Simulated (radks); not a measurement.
Results of a calculation; reference values are marked as such.
Problem. These are the eigenvalues of the occupied orbitals of an atom or ion with whole-number occupations (eV). Code: a radial shooting solver on a logarithmic mesh with Libxc functionals. Model: scalar-relativistic Kohn-Sham, SCAN, spin-polarised, spherical densities, finite nucleus; meta-GGA in the generalised Kohn-Sham scheme; Fermi nuclear charge, rms radius of each element as measured or else 0.836 A^(1/3) + 0.57 fm.

1s up: -71789.87
1s down: -71789.86
2s up: -12524.78
2s down: -12524.68
2p up: -10935.26
2p down: -10935.16
3s up: -2958.450
3s down: -2958.423
3p up: -2486.827
3p down: -2486.789
3d up: -1951.209
3d down: -1951.120
4s up: -671.3753
4s down: -671.1893
4p up: -515.9616
4p down: -515.7773
4d up: -320.2751
4d down: -320.0417
5s up: -147.3785
5s down: -145.9398
5p up: -107.6645
5p down: -105.8778
4f up: -103.8887
4f down: -103.4886
5d up: -60.4528

Which element is it, and in what charge state? The configuration may be excited. Open shells, if any, are filled with parallel spins first.

Solution. Z = 75, rhenium, charge +5: Re5+ in [Xe] 4f14 5d2. The list shows which subshells hold electrons but not how many an open one holds; the 1s level, -2638.2 hartree, gives Z - s = 72.6 by -(Z - s)^2/2, which with screening and relativity narrows Z to a few neighbours, and the depths of the outer levels then fix element, charge and occupations together.
